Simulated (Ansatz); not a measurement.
Frontier orbitals of `[F][Al@-]1([Cl])[OH+][Al@-]([F])([Cl])[OH+]1`.

```xyz
10

F     0.9195    0.2287    2.4406
Al   -0.2585    0.3748    1.3052
Cl   -2.1091    1.1349    1.8927
O    -0.4461   -1.0843    0.2245
Al    0.2584   -0.3747   -1.3052
F    -0.9200   -0.2285   -2.4401
Cl    2.1088   -1.1345   -1.8937
O     0.4463    1.0842   -0.2244
H    -1.1545   -1.7274    0.2681
H     1.1552    1.7269   -0.2678
```

Charge 0, multiplicity 1. The geometry is a stationary point of PBE0-D4/def2-TZVP. Basis def2-TZVPP, Ansatz.

| functional | HOMO (eV) | LUMO (eV) | gap (eV) |
| --- | --- | --- | --- |
| LDA (SPW92) | -8.07 | -1.97 | 6.10 |
| PBE | -7.90 | -1.73 | 6.17 |
| BLYP | -7.73 | -1.71 | 6.02 |
| r2SCAN | -8.29 | -1.16 | 7.13 |
| PBE0 | -9.37 | -0.86 | 8.51 |
| r2SCAN0 | -9.63 | -0.51 | 9.12 |
| LC-ωPBE | -12.24 | 1.30 | 13.54 |
| ωB97X-V | -11.84 | 1.07 | 12.91 |
| ωB97M-V | -11.67 | 0.66 | 12.33 |

Against PBE, PBE0 changes HOMO and LUMO by −1.47 and +0.87 eV, ωB97M-V by −3.77 and +2.39 eV. A gap of 6.17 eV thus becomes 12.33 eV for the same molecule, so an orbital gap means little without its functional. A positive LUMO is unbound and depends on the basis.

LC-ωPBE has ω = 0.4 bohr⁻¹.
